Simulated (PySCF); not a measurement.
**Effect of structural changes**

Computed with TDDFT CAM-B3LYP/def2-SVPD circular dichroism and optical rotation, one conformer, gas phase (PySCF 2.14.0). Geometry: GFN2-xTB.

Each molecule in one low-energy conformer. The parent is C[C@@H]1NC[C@@H]1[S@](C)=O.

The molecule is flexible and this is one conformer; a measurement averages over conformers.

Task: Order by specific rotation at 589.3 nm (origin-invariant length gauge), lowest first.
A. C[C@H]1NC[C@@H]1[S@](C)=O
B. C[C@@H]1NC[C@H]1[S@](C)=O
C. C[C@@H]1NC[C@@H]1[S@](C)=O
D. C[C@H]1NC[C@H]1[S@](C)=O

Result: B (-271), C (35), D (90), A (262).

All values:
```csv
molecule,change,[α]589 (deg dm⁻¹ (g/mL)⁻¹),S1 (eV),"R(S1), velocity form (10⁻⁴⁰ esu² cm²)"
C[C@@H]1NC[C@@H]1[S@](C)=O,base,+34.8,5.85,+10.2
C[C@@H]1NC[C@H]1[S@](C)=O,diastereomer,-271.3,5.74,+9.7
C[C@H]1NC[C@H]1[S@](C)=O,diastereomer,+90.0,5.92,+49.4
C[C@H]1NC[C@@H]1[S@](C)=O,diastereomer,+261.7,6.00,-16.0
```
